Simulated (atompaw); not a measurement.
What the settings do to the PAW (atompaw) potential of Zr

Base potential:

| Property | Result |
| --- | --- |
| Element | Zr |
| Generator | atompaw 4.2.0.5 |
| Type | PAW |
| Functional | PBE |
| Relativity | scalar-relativistic |
| Frozen core | [Ar] 3d10 |
| Valence charge | 12 |
| Reference configuration | 4s2 4p6 4d2 5s2 5p0 |
| Partial waves | 4s (bound); 5s (bound); 4p (bound); 5p (bound, empty); 4d (bound); 4d channel at 0.05 Ry; 4f channel at 0.4 Ry |
| Local potential | bessel scheme, radius 2.35 bohr |
| Core correction | smooth core density matched at 1.70 bohr |
| Augmentation charge | sinc compensation charge, radius 1.85 bohr; PAW radius 2.40 bohr; waves and projectors: bloechl |

All-electron outer shells of the reference configuration (PBE, scalar-relativistic, ld1.x):

```csv
shell,level (eV),outermost node (bohr),outermost maximum (bohr)
3p,-317.66,0.18,0.40
3d,-174.71,–,0.35
4s,-54.50,0.55,1.08
4p,-32.46,0.56,1.17
5s,-4.44,1.47,3.15
4d,-3.60,0.58,1.59
5p,-1.47,1.70,4.15
```

Cutoffs, loose and tight: the cutoffs (Ry, on a coarse ladder) from which the occupation-weighted sum of valence levels, in a spherical-Bessel basis at the reference potential, stays within 10 and 1 mRy of its value at 400 Ry. They see the waves, projectors and local potential, not the compensation charge or the core. A dash means not determined.

```csv
change,outcome,"cutoff, loose","cutoff, tight",bound ghosts
base,generated,30 Ry,35 Ry,none
"all radii scaled by about 0.80 (s 1.24, p 1.56, d 0.48, f 1.86 bohr); local potential bessel scheme, radius 1.86 bohr; augmentation sinc compensation charge, radius 1.48 bohr; PAW radius 1.90 bohr; waves and projectors: bloechl; core correction smooth core density matched at 1.36 bohr",failed: atompaw: The overlap operator has at least one negative eigenvalue!,–,–,–
"all radii scaled by about 0.89 (s 1.38, p 1.74, d 0.54, f 2.10 bohr); local potential bessel scheme, radius 2.10 bohr; augmentation sinc compensation charge, radius 1.66 bohr; PAW radius 2.16 bohr; waves and projectors: bloechl; core correction smooth core density matched at 1.52 bohr",failed: atompaw: The overlap operator has at least one negative eigenvalue!,–,–,–
"all radii scaled by about 0.94 (s 1.46, p 1.84, d 0.56, f 2.22 bohr); local potential bessel scheme, radius 2.22 bohr; augmentation sinc compensation charge, radius 1.74 bohr; PAW radius 2.26 bohr; waves and projectors: bloechl; core correction smooth core density matched at 1.60 bohr",generated,30 Ry,35 Ry,none
"all radii scaled by about 1.06 (s 1.64, p 2.08, d 0.64, f 2.50 bohr); local potential bessel scheme, radius 2.50 bohr; augmentation sinc compensation charge, radius 1.96 bohr; PAW radius 2.54 bohr; waves and projectors: bloechl; core correction smooth core density matched at 1.80 bohr",generated,25 Ry,35 Ry,none
```

**Question.** What comes out with this change to the base: all radii scaled by about 1.16 (s 1.80, p 2.26, d 0.70, f 2.72 bohr); local potential bessel scheme, radius 2.72 bohr; augmentation sinc compensation charge, radius 2.14 bohr; PAW radius 2.78 bohr; waves and projectors: bloechl; core correction smooth core density matched at 1.98 bohr?

**Answer.** outcome: generated; cutoff, loose: 25 Ry; cutoff, tight: 30 Ry; bound ghosts: none.

**Question.** What comes out with this change to the base: all radii scaled by about 1.29 (s 2.00, p 2.52, d 0.78, f 3.04 bohr); local potential bessel scheme, radius 3.04 bohr; augmentation sinc compensation charge, radius 2.40 bohr; PAW radius 3.12 bohr; waves and projectors: bloechl; core correction smooth core density matched at 2.20 bohr?

**Answer.** outcome: failed: atompaw: terminating projector 1000. Cause: the iteration for the Blöchl projector did not settle.

Reading the sweep of the scale of all radii (base = 1) (base included, trends over the rows without a ghost): The loose cutoff stays near 25 Ry. The generation fails at 0.8, 0.89, 1.29.
